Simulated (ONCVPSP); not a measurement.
## Transferability test, ONCV potential for strontium (Sr)

* Element: Sr (Z = 38)
* Generator: ONCVPSP 4.0.1
* Type: optimised norm-conserving Vanderbilt (ONCV)
* Functional: PBE
* Relativity: scalar-relativistic
* Frozen core: [Ar] 3d10
* Valence charge: 10
* Reference configuration: 4s2 4p6 5s2
* Partial waves: 4s+5s: rc 2.65 bohr, ncon 5, nbas 8, qcut 3.7 1/bohr, 3 projectors, debl 1.7 Ha; 4p: rc 2.15 bohr, ncon 4, nbas 9, qcut 5.2 1/bohr, 2 projectors, debl 0.7 Ha; d scattering state at 0.29 Ha: rc 2.30 bohr, ncon 4, nbas 7, qcut 3.7 1/bohr, 2 projectors, debl 1.5 Ha
* Local potential: polynomial inside 2.00 bohr (lpopt 5, dvloc0 2 Ha)
* Core correction: Teter function fitted to the true core (icmod 2), fcfact 0.6

In the p channel the program set the typed energies aside and used -0.839, 0.250 Ha. In the d channel the program set the typed energies aside and used 0.050, 1.550 Ha.

Energies are relative to the spin-unpolarised reference configuration 4s2 4p6 5s2; without spin polarisation the order of configurations can differ from experiment.

(1) Give the all-electron excitation energy and the error of the potential for: 4s2 4p6 5s1; 4s2 4p6 5s0; 4s2 4p6 5s1.5; 4s2 4p6 5s1 5p1.

Answers

(1)

```csv
valence configuration,charge,ΔE all-electron (eV),error AE − PS (meV)
4s2 4p6 5s1,+1,5.885,-0.9
4s2 4p6 5s0,+2,16.891,-5.1
4s2 4p6 5s1.5,+0.5,2.339,-0.2
4s2 4p6 5s1 5p1,0,2.299,-0.7
```
